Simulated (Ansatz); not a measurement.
`NB([SiH3])[O][ZnH]` and `N[B]([SiH3])[GeH3]` differ in one atom or group.

Ansatz, PBE0-D4/def2-TZVP geometries, multiplicity 1. Each molecule was computed in one conformer, which needn't be the lowest. `NB([SiH3])[O][ZnH]` holds a close contact that its SMILES doesn't draw: Zn···N 2.18 Å.

Scalar relativity is left out up to krypton.

```csv
property,`NB([SiH3])[O][ZnH]`
LUMO energy (PBE0/def2-TZVPP) / eV,-0.57
LUMO energy (B3LYP/def2-TZVPP) / eV,-0.78
HOMO energy (PBE/def2-TZVPP) / eV,-6.21
size of the dipole moment (ωB97M-V/def2-TZVPP) / D,3.10
HOMO energy (ωB97M-V/def2-TZVPP) / eV,-9.54
HOMO energy (PBE0/def2-TZVPP) / eV,-7.40
```

**Question.** Give the same properties after the change, and the shifts. (Best estimate.)

**Answer.** Ansatz gave: 
```json
{"property": "LUMO energy (PBE0/def2-TZVPP) / eV", "`N[B]([SiH3])[GeH3]`": "-1.01", "shift": "-0.44"}
{"property": "LUMO energy (B3LYP/def2-TZVPP) / eV", "`N[B]([SiH3])[GeH3]`": "-1.18", "shift": "-0.40"}
{"property": "HOMO energy (PBE/def2-TZVPP) / eV", "`N[B]([SiH3])[GeH3]`": "-6.24", "shift": "-0.03"}
{"property": "size of the dipole moment (ωB97M-V/def2-TZVPP) / D", "`N[B]([SiH3])[GeH3]`": "2.69", "shift": "-0.41"}
{"property": "HOMO energy (ωB97M-V/def2-TZVPP) / eV", "`N[B]([SiH3])[GeH3]`": "-9.41", "shift": "0.13"}
{"property": "HOMO energy (PBE0/def2-TZVPP) / eV", "`N[B]([SiH3])[GeH3]`": "-7.35", "shift": "0.05"}
```

With PBE0 the HOMO rises by 0.05 eV and the LUMO falls by 0.44 eV, so the gap narrows by about 0.49 eV. PBE moves the HOMO by -0.03 eV and ωB97M-V by 0.13 eV. Dipoles are sizes alone; their direction can turn.

B3LYP here is the variant with VWN-RPA as its local correlation; programs differ in this.
